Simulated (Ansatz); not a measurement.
Ansatz (a program for electronic structure) input:

Ansatz 0.2 input:
```yaml
crystal:
  periodic: [false, false, false]
  atoms:
    - {symbol: C, position_ang: [1.90026098, 0.24226378, -0.16126239]}
    - {symbol: O, position_ang: [0.79616450, -0.42814530, 0.40309172]}
    - {symbol: B, position_ang: [-0.50285066, -0.09080481, 0.06639666]}
    - {symbol: N, position_ang: [-0.79341020, 0.94675751, -0.86386354]}
    - {symbol: N, position_ang: [-1.52827388, -0.83894441, 0.70206025]}
    - {symbol: H, position_ang: [1.93022343, 0.12795357, -1.25074405]}
    - {symbol: H, position_ang: [2.80775522, -0.19566762, 0.25369022]}
    - {symbol: H, position_ang: [1.89237573, 1.31106945, 0.08066137]}
    - {symbol: H, position_ang: [-1.72893951, 1.20480016, -1.11976004]}
    - {symbol: H, position_ang: [-0.08886794, 1.49008348, -1.32664691]}
    - {symbol: H, position_ang: [-1.30792907, -1.56790584, 1.35609497]}
    - {symbol: H, position_ang: [-2.50945787, -0.69942108, 0.55018477]}
basis:
  gaussian:
    orbitals: def2-TZVPD
hamiltonian:
  xc: {name: wB97X}
total_charge: -1
magnetization: {spin_polarized: true, initial_magnetization: 1}
```

Which total energy does the run end on?

-252.02062 Eh (wB97X/def2-TZVPD). The basis has 251 functions.

This state (charge -1, doublet) is run at the relaxed geometry of the species with charge 0 and multiplicity 1.
